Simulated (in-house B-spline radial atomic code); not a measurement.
# Ionising the tin ion Sn⁺ with different functionals

Computed with a B-spline radial code for spherical atoms: non-relativistic Hamiltonian, point nucleus, spin-polarised at highest spin, spherical fractional occupations for the functionals, and exact exchange of hybrids averaged over the configuration. The ionisation energy is the difference of two self-consistent energies, [Kr] 4d10 5s2 5p1 → [Kr] 4d10 5s2, without Breit or QED terms; ε is the level of the shell that loses the electron (its least bound occupied spin orbital). There is no spin-orbit coupling in this Hamiltonian.

| method | rung | ΔSCF (eV) | -ε(5p) (eV) |
| --- | --- | --- | --- |
| PBE0 | global hybrid | 14.19 | 11.63 |
| B3LYP | global hybrid | 14.29 | 11.44 |
| TPSSh | global hybrid | 14.08 | 11.03 |
| M06-2X | global hybrid | 14.02 | 12.69 |
| BHandHLYP | global hybrid | 14.19 | 12.44 |
| r2SCAN0 | global hybrid | 14.22 | 11.75 |
| B97-1 | global hybrid | 14.04 | 11.29 |
| HSE06 | range-separated hybrid | ? | ? |
| wB97X | range-separated hybrid | 14.22 | 13.73 |
| CAM-B3LYP | range-separated hybrid | ? | ? |
| LC-wPBE | range-separated hybrid | 14.35 | 14.23 |

Question: What does HSE06 give?

Answer: ΔSCF 14.24 eV, and -ε(5p) = 11.24 eV.

Question: What does CAM-B3LYP give?

Answer: ΔSCF 14.37 eV, and -ε(5p) = 12.91 eV.

Question: Among the functionals, which spreads more, the ΔSCF values or the orbital energies?

Answer: The orbital energies: ΔSCF values span about 0.36 eV and the orbital energies 3.19 eV; here energy differences depend much less on the functional than eigenvalues do.

Question: How do they compare with the NIST value?

Answer: NIST lists 14.633 eV (measured, ground level to ground level). Errors run from -0.62 to -0.26 eV; CAM-B3LYP is closest (-0.26 eV), but part of that can be cancellation, since the calculations leave out relativity, Breit-QED terms, multiplet and fine-structure energies.
